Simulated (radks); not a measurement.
Results of a calculation; reference values are marked as such.
Initial-state core-level shifts of the lead ion Pb3+ when its valence configuration changes from [Xe] 4f14 5d10 6s1. Level of theory: scalar-relativistic Kohn-Sham, PBEsol, spin-polarised, spherical densities, finite nucleus; open shells are filled with parallel spins first (spin-orbit coupling, left out, can overturn this in heavy ions); Fermi nuclear charge, rms radius 5.5012 fm (a radial shooting solver on a logarithmic mesh with Libxc functionals). Shifts are changes of the shell-averaged eigenvalues in eV (positive: less bound); the change of the density at the nucleus, which sets a Mossbauer isomer shift, is in e/bohr^3, on a base of 2.951e+06.

| valence | 1s | 2p | 4s | 5p | density at nucleus |
|---|---|---|---|---|---|
| 4f14 5d9 6s1 6p1 | -6.510 | -6.694 | -6.506 | -5.723 | +48.0 |
| 4f14 5d9 6s0.5 6p1.5 | -7.369 | -7.538 | -7.362 | -6.550 | -127.9 |
| 4f13 5d10 6s2 | -19.487 | -20.850 | -19.988 | -7.773 | +603.9 |
| 4f14 5d9.5 6s1 6p0.5 | -3.253 | -3.342 | -3.253 | -2.877 | +23.3 |
| 4f12 5d9 6s0.5 6p3.5 | -50.902 | -53.878 | -51.588 | -25.546 | +367.4 |
| 4f14 5d8 6s1 6p2 | -13.042 | -13.438 | -13.021 | -11.328 | +101.9 |
| 4f14 5d9.5 6s1.5 | -2.422 | -2.527 | -2.423 | -2.065 | +192.4 |
| 4f13 5d10 6s1 6p1 | -21.152 | -22.483 | -21.651 | -9.395 | +249.5 |
| 4f14 5d10 6p1 | -1.768 | -1.733 | -1.758 | -1.717 | -330.5 |
